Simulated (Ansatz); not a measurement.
Species: sum formula BBrCl2, net charge 0, singlet state. SMILES: ClB(Cl)Br
Geometry from a B3LYP-D3(BJ)/def2-TZVP (Ansatz, an electronic-structure program) optimisation:
```
B
Cl 1 1.7425
Cl 1 1.7425 2 120.15
Br 1 1.9129 2 119.92 3 -180.00
```

Property: vertical ionisation energy (to the doublet state of charge +1; each state is the SCF solution reached for its spin), in eV. Cores are frozen in the correlated levels unless marked. Open shells are spin-unrestricted. Spin-orbit coupling is left out. Frozen are the shells of the preceding noble gas and the d and f shells that filled before the atom's block. No relativistic terms. Basis-set limits of correlation are two-point, X^-3; Hartree-Fock from the larger set. The bracket is a focal-point correction in the basis named.

```tsv
level	program	vertical ionisation energy (eV)
SVWN5/def2-TZVPD	Ansatz	10.59
B3LYP/def2-TZVPD	Ansatz	10.79
PBE0/def2-TZVPD	Ansatz	[?]
BHLYP/def2-TZVPD	Ansatz	[?]
wB97M-V/def2-TZVPD	Ansatz	[?]
SCS-MP2/def2-TZVPPD	Ansatz	11.20
RI-MP2/CBS(def2-TZVPPD,def2-QZVPPD)+[CCSD(T)-MP2]/def2-TZVPPD	Ansatz	11.28
```

Problem. Complete the blanks.

Solution. 
- PBE0/def2-TZVPD, vertical ionisation energy (eV): 10.87
- BHLYP/def2-TZVPD, vertical ionisation energy (eV): 11.07
- wB97M-V/def2-TZVPD, vertical ionisation energy (eV): 11.11
